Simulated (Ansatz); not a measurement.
Stepwise reaction of `C=C[Si](N)(N)F` with water, as a gas-phase model of exchange steps in deposition or etching. ΔE in kJ/mol.

Gas-phase electronic energies from Ansatz, PBE0-D4/def2-TZVP geometries. CBS: MP2 limit from def2 TZ/QZ plus the TZ coupled-cluster correction, frozen cores. This one scheme is used for every species. Functionals use def2-TZVPP. B3LYP here is the variant with VWN-RPA as its local correlation; programs differ in this. Each species was taken in one conformer, which may not be the lowest.

```json
{"step": "1", "reaction": "`C=C[Si](N)(N)F` + H₂O → `C=C[Si](N)(O)F` + NH₃", "PBE-D4": "-40.6", "B3LYP-D4": "-43.5", "ωB97M-V": "-43.3", "CCSD(T)/CBS": "-41.0"}
```

**Question.** Give the row of step 2, `C=C[Si](N)(O)F` + H₂O → `C=C[Si](O)(O)F` + NH₃. (An estimate is asked.)

**Answer.** Ansatz gave: 
```json
{"step": "2", "reaction": "`C=C[Si](N)(O)F` + H₂O → `C=C[Si](O)(O)F` + NH₃", "PBE-D4": "-44.5", "B3LYP-D4": "-48.2", "ωB97M-V": "-48.0", "CCSD(T)/CBS": "-45.4"}
```

**Question.** By hand: ΔE of the 2 steps together at CCSD(T)/CBS.

**Answer.** (-41.0) + (-45.4) = -86.4 kJ/mol, or -43.2 kJ/mol a step.

In ΔE the steps differ by no more than 4.4 kJ/mol. All are downhill at CCSD(T)/CBS. PBE-D4 differs from CCSD(T)/CBS by 0.4 to 0.9 kJ/mol a step. Isolated molecules leave out the surface, adducts and barriers. Largest T1 diagnostic: 0.012.
